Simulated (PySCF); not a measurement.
# Potential energy of ZnO along the bond

Set-up: PySCF, no relativity, basis sets Zn def2-SVPD, O def2-SVPD. Energies in eV from Zn + O in their ground configurations at the same level. State: ³Π (triplet), unpaired electrons σ ↑, π ↑.

All columns are PBE0. A positive dipole means Zn(−)O(+).

```
R (Å)  E (eV)  μ (D)  Mulliken charge on Zn (basis-dependent)  HOMO (eV)  LUMO (eV)  Mayer bond order  ⟨S²⟩
1.612  -1.037  -1.81                                     0.58      -6.15      -4.25              0.69  2.01
1.687  -1.462  -2.07                                     0.55      -6.24      -4.01              0.71  2.01
1.762  -1.689  -2.33                                     0.53      -6.34      -3.79              0.71  2.01
1.818  -1.767  -2.51                                     0.51      -6.41      -3.63              0.71  2.01
1.874  -1.787  -2.69                                     0.50      -6.48      -3.49              0.70  2.01
1.930  -1.765  -2.85                                     0.49      -6.55      -3.36              0.69  2.01
2.005  -1.689  -3.04                                     0.48      -6.64      -3.41              0.68  2.01
2.099  -1.549  -3.23                                     0.47      -6.74      -3.53              0.65  2.02
2.211  -1.352  -3.35                                     0.44      -6.85      -3.63              0.62  2.02
2.361  -1.089  -3.35                                     0.40      -6.95      -3.73              0.57  2.03
```

A fit through these points gives, at Re = 1.870 Å, μ = -2.68 D and dμ/dR = -3.05 D/Å; the reduced mass is 12.79 u.

Question: How strong is the fundamental in the double-harmonic approximation, I = 42.26·(dμ/dR)²/μred km/mol?

Answer: I = 42.26·(-3.05)²/12.79 = 30.7 km/mol at PBE0.

The state is the lowest determinant that a PBE0 search found; another state may lie lower at other levels.
